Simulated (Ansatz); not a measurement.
Consider the formal exchange of groups at the Si–C bond: `N#C[SiH2]C#N` + `COCCCF` → `N#C[SiH2]CF` + `COCCC#N`.

Isolated molecules relaxed with PBE0-D4/def2-TZVP in Ansatz; ΔE leaves out vibrations. CBS: MP2 limit from def2 TZ/QZ plus the TZ coupled-cluster correction, frozen cores. One conformer a species, not always the lowest.

| species | MP2/def2-TZVPP energy (Eh) |
| --- | --- |
| `N#C[SiH2]C#N` | -475.59547 |
| `COCCCF` | -332.30935 |
| `N#C[SiH2]CF` | -521.85531 |
| `COCCC#N` | -286.03455 |

Work out ΔE.

ΔE = (-521.85531) + (-286.03455) − (-475.59547) − (-332.30935) = 0.01496 Eh = +0.41 eV. CCSD(T)/CBS gives +0.39 eV.

Largest T1 diagnostic among the species: 0.014.
